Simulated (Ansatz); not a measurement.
## Relaxing a trial structure of ClSi2Sn

The starting geometry of this gas-phase doublet was optimised with GFN2-xTB.

```yaml
atoms:
  - { symbol: Cl, position_ang: [1.8321, 2.7819, -0.4890] }
  - { symbol: Si, position_ang: [0.3574, 1.5976, -1.5119] }
  - { symbol: Si, position_ang: [1.8083, 0.2285, -2.5257] }
  - { symbol: Sn, position_ang: [3.3511, -0.0540, -4.3442] }
```

Q: Predict what it relaxes into with PBE0-D3(BJ)/def2-SVP.

A: A new bond forms, giving a structure with Cl1 bridging Si2 and Sn4, given below by its coordinates. Distances that change by over a tenth: Cl1–Sn4 (5.02 → 2.79 Å). Contacts that close: Si2–Sn4 (4.44 → 2.81 Å).

The energy falls by 0.70 eV over 20 steps:

```tsv
step	E − E(last) (eV)
1	0.699
3	0.618
5	0.528
7	0.478
9	0.404
12	0.102
14	0.015
16	0.002
18	0.000
20	0.000
```

Final geometry (Å):

```xyz
4

Cl    2.2078    2.9514   -1.3704
Si    0.8005    1.1868   -1.5493
Si    1.3813   -0.7145   -2.5988
Sn    2.9593    1.1302   -3.3523
```

Frequencies at the end are all real (lowest 62 cm⁻¹). Open shells are spin-unrestricted. Atoms past krypton carry core potentials, without spin–orbit terms. Run with Ansatz 0.2.0, 7.1 min on 1 thread of AMD EPYC (Zen 3), with other jobs on the host.
